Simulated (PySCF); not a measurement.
# One molecule, several mistakes: BClFH2Si cation

Calculated results; nothing here was measured. The program is PySCF 2.14.0, an open-source quantum chemistry code, run on an isolated molecule that a program drew, which may never have been made. The molecule is BClFH2Si cation (charge +1, singlet), drawn as the SMILES string `F[SiH2][B+]Cl`.

Each row is a Hartree-Fock (HF) and frozen-core CCSD(T) single point in the cc-pV(D+d)Z basis, meant for a local HF minimum. Run 1 is clean. Each other run has one planted mistake out of seven kinds, and not every kind appears here: one electron removed, one electron added, multiplicity raised by two, geometry at a saddle point, minimal basis STO-3G, one bond length entered in bohr, all coordinates scaled. The reference is restricted for singlets and unrestricted otherwise, and also for a bond in bohr. Adding or removing an electron swaps singlet and doublet. Electrons count all cores. HOMO and LUMO are orbital energies over both spins, the gradient is its largest component, and the lowest frequency (negative if imaginary) is given only where the gradient is small. Bond lengths are over the 5 bonds as drawn. T1 is the CCSD diagnostic: over 0.02 (restricted) or 0.045 (unrestricted) a single reference is doubtful.

Geometry of the clean run:
```xyz
6
BClFH2Si cation, angstrom
F    -1.4855    1.1084    2.4566
Si   -0.3025    1.4173    1.4395
B     1.0871   -0.0476    2.0243
Cl    2.1423   -1.1805    2.4889
H     0.3551    2.6919    1.7049
H    -0.6414    1.0900    0.0592
```

```
run,electrons,basis functions,<S^2>,HOMO (eV),LUMO (eV),gradient (hartree/bohr),lowest frequency (cm^-1),mean bond (Å),longest bond (Å),T1,HF (hartree),CCSD(T) (hartree),mistake
1,46,84,0.000,-19.06,-5.05,7.7e-06,117,1.6452,2.102,0.0167,-873.51076,-874.04023,no fault
2,46,30,0.000,-16.78,-2.50,4.3e-02,-,1.6452,2.102,0.0186,-863.53340,-863.67494,minimal basis STO-3G
3,46,84,0.000,-18.93,-5.15,2.9e-02,-,1.7028,2.176,0.0181,-873.50347,-874.03621,all coordinates scaled
4,46,84,0.000,-14.51,-6.22,3.9e-02,-,2.0193,3.972,0.0183,-873.40785,-873.93922,?
```

**Which mistake was planted in run 4, and what did it cost?**

The mean bond changes by a factor of 1.227 and the longest by 1.890, so the molecule wasn't scaled as a whole. A length L in bohr read as angstrom grows by (1/0.5292 - 1) L = 0.890 L. The 5 bonds together grew by 5 x 0.3741 = 1.870 Å, which gives L = 2.102 Å. That is bond Si2-B3, 2.102 Å in the clean geometry. So the mistake is: one bond length entered in bohr. Subtracting run 1 and multiplying by 627.51 kcal/mol a hartree, the energy moved by 64.6 kcal/mol in HF and 63.4 kcal/mol in CCSD(T).

